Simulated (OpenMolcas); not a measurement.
## Fe³⁺: effect of the IPEA shift

| Item | Value |
| --- | --- |
| Program | OpenMolcas 26.06 |
| Basis | ANO-RCC-VQZP [7s6p4d3f2g1h] |
| Scalar Hamiltonian | DKH2, point nucleus |
| Active space | 5 electrons in 10 orbitals (3d 4d) |
| State averaging | 2S+1 = 6 even, 1 root; 2S+1 = 4 even, 24 roots; 2S+1 = 2 even, 53 roots |
| Spin-orbit coupling | state interaction with AMFI integrals over the reference wave functions, term energies averaged over their components |

Methods on the same reference wave functions:
A. CASSCF
B. MS-CASPT2, IPEA 0 Eh, imaginary shift 0.1 Eh (closed shells correlated: 3s 3p)
C. MS-CASPT2, IPEA 0.25 Eh, imaginary shift 0.1 Eh (closed shells correlated: 3s 3p)

Energies in cm-1 above 3d5 6S 5/2, the measured ground level; measured values from Corliss and Sugar, J. Phys. Chem. Ref. Data 11, 135 (1982).

| Level | A | B | C | Measured |
| --- | --- | --- | --- | --- |
| 3d5 6S 5/2 | 0.0 | 0.0 | 0.0 | 0.0 |
| 3d5 4G 5/2 | 36411 | 33280 | 33380 |  |
| 3d5 4G 7/2 | 36449 | 33320 | 33420 |  |
| 3d5 4G 9/2 | 36479 | 33350 | 33460 |  |
| 3d5 4G 11/2 | 36488 | 33360 | 33460 | 32246 |
| 3d5 4P 5/2 | 41689 | 36680 | 36900 | 35254 |
| 3d5 4P 3/2 | 41744 | 36740 | 36970 | 35333 |
| 3d5 4P 1/2 | 41813 | 36820 | 37040 | 35407 |
| 3d5 4D 7/2 | 45302 | 39960 | 40170 | 38779 |
| 3d5 4D 1/2 | 45340 | 40000 | 40210 | 38897 |
| 3d5 4D 3/2 | 45415 | 40090 | 40300 |  |
| 3d5 4D 5/2 | 45447 | 40120 | 40330 |  |
| 3d5 2I 11/2 | 51909 | 48580 | 48740 |  |
| 3d5 2I 13/2 | 51990 | 48670 | 48830 |  |
| 3d5 2D 5/2 [67 %] | 58210 | 51350 | 51820 | 49542 |
| 3d5 2D 3/2 | 58811 | 51840 | 52310 | 50051 |
| 3d5 2F 7/2(1) | 59916 | 53300 | 53740 | 51394 |
| 3d5 4F 9/2 | 60590 | 54390 | 54580 | 52621 |
| 3d5 4F 7/2 | 60604 | 54420 | 54610 | 52695 |
| 3d5 4F 3/2 | 60763 | 54520 | 54720 |  |
| 3d5 2H 9/2 | 63437 | 57990 | 58310 | 56058 |
| 3d5 2H 11/2 | 63679 | 58390 | 58700 | 56369 |
| 3d5 2G 7/2 | 65883 | 59120 | 59500 | 57408 |
| 3d5 2G 9/2 | 66092 | 59490 | 59860 | 57721 |

Deviations, from unrounded energies. A percentage is the sum of absolute deviations over the sum of measured energies, with the sign that they share, or ± where signs differ.

| Against measurement | Levels | A | B | C |
| --- | --- | --- | --- | --- |
| mean absolute deviation (cm-1) | 15 | 7300 | 1600 | 1900 |
| other terms of the ground configuration (%) | 15 | +15.7 | +3.4 | +4.1 |

B lies closest to measurement on these levels and A furthest from it. The largest miss of B in the table is 3d5 2H 11/2, by +2000 cm-1. The ranking rests on the paired levels alone, and a cruder setting can come out closer through cancelling errors.

Between B and C the level of the table that moves most is 3d5 2D 3/2, by 470 cm-1 (lowest in B, highest in C). Moves below CASPT2's spread within the term are not significant.

The mean deviations of B to C differ by less than CASPT2's widest spread within a term (710 cm-1), so their order carries little weight.

From A to B the spin-free energies of the other terms of 3d5 shown, above 6S, scale by factors of 0.88 to 0.94, as is usual when dynamic correlation screens the repulsion within a d or f shell.

The lowest spin-free term lies below A's lowest term by 0.415 hartree in B, 0.408 hartree in C.

CASPT2 breaks the degeneracy within a term, and the mean is taken; among the terms shown or strongly mixed into the levels shown the widest spread is 710 cm-1 (3d5 2I, C). Active for correlation alone: 4d; no level in the range computed is led by a configuration that fills it, so any true level of that kind is missing. Without dynamic correlation excited terms often stand tens of per cent too high (terms of higher spin than the ground term too low), and those without a measured partner can miss by more than the paired ones (holds for A). Some levels mix across a computed gap that differs much from the measured one, so their mixing is not that of the real levels (holds for A). Computed and measured levels are paired by configuration, term and J; levels that our copy of the source lacks, or whose pairing is in doubt (as where it misses far off the trend of its configuration), stay unpaired and out of the deviations. Only configurations of the active space appear. The table leaves out levels that lie high or whose names do not pair safely across all columns.

A share in square brackets marks a mixed level and gives the weight of the term that names it, the lowest over the columns. A number in round brackets counts repeated terms of one configuration in the order of the reference energies.
